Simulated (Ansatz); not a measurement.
Born–Oppenheimer molecular dynamics of CH$_{7}$GaSi$_{2}$ (11 atoms, charge 0, multiplicity 1). It goes on from the last frame of an earlier run, with new velocities.

Method: RHF/def2-SVP in Ansatz 0.2.0.

```
ensemble        : NVT, Langevin thermostat
time step       : 0.5 fs
steps asked     : 250
set temperature : 300 K
friction        : 0.05 /fs
seed            : 150418
```

First frame:

```xyz
11
Properties=species:S:1:pos:R:3
C -0.562 1.779 0.058
Si -0.752 0.040 -0.612
Si 0.959 -1.353 0.405
Ga 1.700 -3.814 0.070
H -0.638 1.750 1.095
H 0.458 2.119 -0.224
H -1.356 2.375 -0.310
H -0.487 -0.019 -2.062
H 0.675 -1.381 1.861
H 2.266 -0.601 0.230
H -2.162 -0.360 -0.443
```

How far do the bonds stretch over the last three quarters of this one trajectory? (Pairs bonded in most of those frames.)


```json
{"bond": "C1–Si2", "mean (Å)": "1.891", "spread (Å)": "0.049", "shortest": "1.82", "longest": "2.00"}
{"bond": "C1–H5", "mean (Å)": "1.097", "spread (Å)": "0.025", "shortest": "1.05", "longest": "1.16"}
{"bond": "C1–H6", "mean (Å)": "1.094", "spread (Å)": "0.014", "shortest": "1.06", "longest": "1.12"}
{"bond": "C1–H7", "mean (Å)": "1.095", "spread (Å)": "0.018", "shortest": "1.05", "longest": "1.14"}
{"bond": "Si2–Si3", "mean (Å)": "2.387", "spread (Å)": "0.044", "shortest": "2.30", "longest": "2.44"}
{"bond": "Si2–H8", "mean (Å)": "1.494", "spread (Å)": "0.040", "shortest": "1.40", "longest": "1.58"}
{"bond": "Si2–H11", "mean (Å)": "1.491", "spread (Å)": "0.022", "shortest": "1.44", "longest": "1.54"}
{"bond": "Si3–Ga4", "mean (Å)": "2.664", "spread (Å)": "0.049", "shortest": "2.57", "longest": "2.74"}
{"bond": "Si3–H9", "mean (Å)": "1.504", "spread (Å)": "0.035", "shortest": "1.43", "longest": "1.58"}
{"bond": "Si3–H10", "mean (Å)": "1.505", "spread (Å)": "0.042", "shortest": "1.42", "longest": "1.59"}
```

Mean temperature of the second half: 289 K. A run of 0.12 ps of so small a system gives no equilibrium averages.

Time of the run: 11 min on 2 threads of Arm Neoverse N1, with other jobs on the host, peak memory 0.26 GiB.
